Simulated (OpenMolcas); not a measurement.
Pt2+ with 6 ligands (oxide) in octahedral coordination (Oh) at 2.18 Å. A charge of +1.67 e stands 2.4 Å behind each ligand. Ligand basis ANO-RCC-VDZP.

| Property | Result |
| --- | --- |
| Program | OpenMolcas 26.06 |
| Method | CASSCF |
| Basis | ANO-RCC-VDZP [7s6p4d2f] |
| Scalar Hamiltonian | DKH2, point nucleus |
| Active space | 8 electrons in 5 orbitals (5d) |
| State averaging | 2S+1 = 3 even, 10 roots; 2S+1 = 1 even, 15 roots |
| Spin-orbit coupling | RASSI with atomic mean-field integrals over the reference wave functions |

Q: What is the spin-free ground state (labels of O, the rotations of Oh)?

A: 3A2, 1-fold in its orbital part; it has the highest spin that d8 allows.

Q: Where is the first state of the same spin?

A: 3T2 at 10600 cm-1 above the ground state.

Q: What are the lowest two levels with spin-orbit coupling?

A: A 3-fold level T2, then a 2-fold level E 7272 cm-1 above it. Their leading multiplicities are 3 (98 %) and 3 (71 %).

Q: What is χT at 300 K, and how does it compare with the textbook value?

A: The lowest level has 2S+1 = 3, for which the spin-only value is χT = S(S+1) / 2 = 1.000 cm3 K/mol (g = 2). The computed 1.980 at 300 K differs by +0.980, through orbital momentum, spin-orbit coupling and any other state in reach.

Without dynamic correlation the repulsion within the d shell is too large (B by tens of per cent), so at a given field states of lower spin stand too high. Real 4d8 and 5d8 ions are as a rule square planar and diamagnetic. The oxide ions are held by bare point charges, a crude embedding. With metal d orbitals alone the field can be off either way by tens of per cent. Ligand-to-metal charge-transfer states are missing. With no ligand orbital active B as a rule stays too high, so bands that hang on it stand too high and its fall with covalency is understated. No measured value stands beside these numbers; the geometry was imposed, not optimised, and the real ion may take another.
